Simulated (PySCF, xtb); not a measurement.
AlH₂I, SMILES [AlH2][I].

Harmonic wavenumbers (cm⁻¹) from GFN2-xTB run with xtb 6.7.1 at its own minimum, in rising order: 359, 433, 602, 801, 1836, 1839.

Problem. What does PBE-D3(BJ)/def2-TZVP run with PySCF give at its own minimum? (The exact figures need the calculation; the answer reports its results.)

Solution. 342, 447, 551, 739, 1890, 1914. Paired by order, the mean absolute difference is 46 cm⁻¹ and the zero-point energies are 8.4 and 8.4 kcal/mol.
